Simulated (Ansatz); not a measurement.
Compare A (`O1[SiH2][SiH2][SiH2]1`) with its isomer B (`O[SiH]1[SiH2][SiH2]1`).

Isolated molecules relaxed with PBE0-D4/def2-TZVP in Ansatz; ΔE leaves out vibrations. CCSD(T)/CBS adds triple-zeta CCSD(T) − MP2 to the extrapolated MP2 energy (def2 sets, frozen cores). DFT in def2-TZVPP. One conformer a species, not always the lowest.

Question: Which isomer does CCSD(T)/CBS put lower? Give the gap. (Estimate.)

Answer: The calculation gave: A, by 39.3 kcal/mol.

Question: Give E(B) − E(A) in kcal/mol with CCSD/def2-TZVPP, PBE0-D4, CCSD(T)/def2-TZVPP, PBE-D4, r2SCAN-D4, HF/def2-TZVPP, BLYP-D4. (Estimate.)

Answer: Ansatz gave: CCSD/def2-TZVPP 40.3, PBE0-D4 35.2, CCSD(T)/def2-TZVPP 39.3, PBE-D4 32.8, r2SCAN-D4 36.4, HF/def2-TZVPP 45.4, BLYP-D4 37.4. None reverses the order clearly.

Question: Does the order hold for the free energy at 298.15 K (harmonic terms from PBE0-D4)? (An estimate is asked.)

Answer: The calculation gave: Yes: G(B) − G(A) = +37.5 kcal/mol, for one conformer each.

Largest T1 diagnostic: 0.015.

At CCSD(T), def2-SVP lies −1.3 kcal/mol from the extrapolated value and def2-TZVPP +0.1 kcal/mol. From r2SCAN to r2SCAN0 (25 % exact exchange), in def2-TZVPP and without D4, E(B) − E(A) moves by +1.2 kcal/mol.
